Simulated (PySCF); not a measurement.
(3S)-3-fluorobut-1-ene (C₄H₇F), SMILES F[C@H](C=C)C.

The structure is a stationary point at PBE-D3(BJ)/def2-SVP. One conformer was computed; it need not be the lowest.

Two levels are set side by side: PBE/def2-TZVP (PySCF) and ωB97X/def2-TZVP (PySCF). Same geometry, gas phase. Differences are taken from unrounded values.

| quantity | ωB97X |
|---|---|
| orbital gap (eV) | 12.22 |
| highest occupied level (eV) | -9.98 |
| lowest empty level (eV) | 2.24 |
| dipole moment (D) | 1.81 |
| mean polarisability (bohr³) | 50.5 |

Task: What does PBE give, and how far is it from ωB97X? (The exact figures need the calculation; the answer reports its results.)

Result: 
| quantity | PBE | PBE minus ωB97X |
|---|---|---|
| orbital gap (eV) | 5.47 | -6.75 |
| highest occupied level (eV) | -6.45 | 3.54 |
| lowest empty level (eV) | -0.98 | -3.22 |
| dipole moment (D) | 1.69 | -0.12 |
| mean polarisability (bohr³) | 52.4 | 1.9 |

PBE's occupied levels lie high since its potential decays too fast outside the molecule; exact exchange lowers them and widens the gap. Loosely held outer electrons make PBE densities more polarisable. Differences between two approximate levels are no errors against the true value.

Rough cost on one machine, each run with all the roots and properties that it gave: ωB97X against PBE within a factor of 2.
